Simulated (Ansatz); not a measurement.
Mean bond length (Å) of eight silicon and germanium compounds: PBE-D3(BJ) beside B3LYP-D3(BJ), computed with Ansatz (a program for electronic structure) for isolated molecules in the bases named; differences from unrounded values. The eight are the first of their class met in an unordered collection, after screening for sound electronic states; none was chosen by its value. Each level has its own optimised geometry.

```csv
molecule,basis,B3LYP-D3(BJ),PBE-D3(BJ),difference
"ClGeH₅SSi, SMILES [SiH2]([S][GeH3])Cl",def2-SVP,1.759,1.767,0.009
"CH₁₀FNSi₃, SMILES N[C@H]([SiH3])[Si@@H](F)[SiH3]",def2-SVP,1.524,1.533,0.010
"CH₉FN₂Si₂, SMILES N([Si@@H](NC)F)[SiH3]",def2-SVP,1.398,1.408,0.010
"C₄H₁₃NSi, SMILES N([SiH3])(C)C(C)C",def2-SVP,1.291,1.299,0.008
"C₂H₄Cl₂Si₂, SMILES [Si]([SiH3])(C#C)(Cl)Cl",def2-SVP,1.675,1.684,0.008
"C2H5FOSi2, SMILES [SiH2]1[Si@@H](C(C1)=O)F",def2-SVP,1.575,1.584,0.009
"C₂H₆N₂OSi, SMILES C[Si@@H](N)N=C=O",def2-SVP,1.321,1.330,0.009
"germylmethylsilane (CH8GeSi), SMILES [SiH3][CH2][GeH3]",def2-SVP,1.517,1.526,0.009
```

PBE-D3(BJ) lies below B3LYP-D3(BJ) in 0 and above it in 8 of the eight; the mean signed difference is 0.009 and the largest 0.010 Å.
